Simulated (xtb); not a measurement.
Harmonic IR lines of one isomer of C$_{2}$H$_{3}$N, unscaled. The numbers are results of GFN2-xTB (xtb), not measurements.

| wavenumber (cm⁻¹) | relative intensity |
|---|---|
| 390 | 3.1 |
| 712 | 14 |
| 809 | 12 |
| 986 | 35 |
| 1208 | 3.2 |
| 2221 | 100 |

Question: Name which structure gives these lines.
(A) `C=C=N`
(B) `CC#N`
(C) `C#CN`
(D) `[C-]#[N+]C`

Answer: A, `C=C=N`
